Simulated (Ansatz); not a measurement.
The same path of C3H5BSi (10 atoms, charge 0, multiplicity 1) was run 3 times with different band settings. Lost on the way: B1–C3, C3–Si5, C4–H8. Made: C3–H8.

These are results of UKS PBE-D4/def2-SVP in Ansatz, not measurements.

Relaxed end points:

```xyz
10
Properties=species:S:1:pos:R:3
B -0.864 0.404 -0.865
C -0.604 -0.920 -1.365
C 0.200 -0.750 -0.236
C 1.066 -0.838 0.817
Si 0.381 0.807 1.001
H -1.455 1.451 -0.972
H -0.762 -1.727 -2.085
H 1.721 -1.642 1.166
H -0.715 1.120 1.978
H 1.115 2.042 0.565
```

```xyz
10
Properties=species:S:1:pos:R:3
B -0.826 0.504 -0.731
C -0.447 -0.959 -0.825
C 0.565 -1.367 0.126
C 1.218 -0.201 0.373
Si 0.105 1.248 0.889
H -1.219 1.190 -1.655
H -0.625 -1.599 -1.713
H 0.882 -2.388 0.402
H -0.321 0.918 2.292
H 0.750 2.602 0.845
```

Common settings: spring 5.0 eV/Å²; optimiser quadratic models (default); force threshold 0.05 eV/Å; end points relaxed.

| run | movable images | climbing image | start path | iteration limit |
| --- | --- | --- | --- | --- |
| 1 | 5 | yes | through a guess of the saddle point | 60 |
| 2 | 8 | no | through a guess of the saddle point | 46 |
| 3 | 5 | yes | straight line | 60 |

What does each run give, and how far can it be trusted?

Run 1: converged after 16 iterations, highest image 2.541 eV above the first end. Neighbouring images differ by up to 1.5 eV, so the band resolves the path poorly. A vibrational analysis at the climbing image gives one clearly imaginary mode, 1050i cm⁻¹: a first-order saddle point.
Run 2: converged after 12 iterations, highest image 2.219 eV above the first end. Neighbouring images differ by up to 1.3 eV, so the band resolves the path poorly. No image climbed, so the highest image needn't sit at the top of the path.
Run 3: converged after 15 iterations, highest image 2.541 eV above the first end. Neighbouring images differ by up to 1.5 eV, so the band resolves the path poorly. Another band between the same ends (5 images) ends at a top of the same energy, where a vibrational analysis finds 1 clearly imaginary mode.
The orbitals were unrestricted but ended closed-shell.
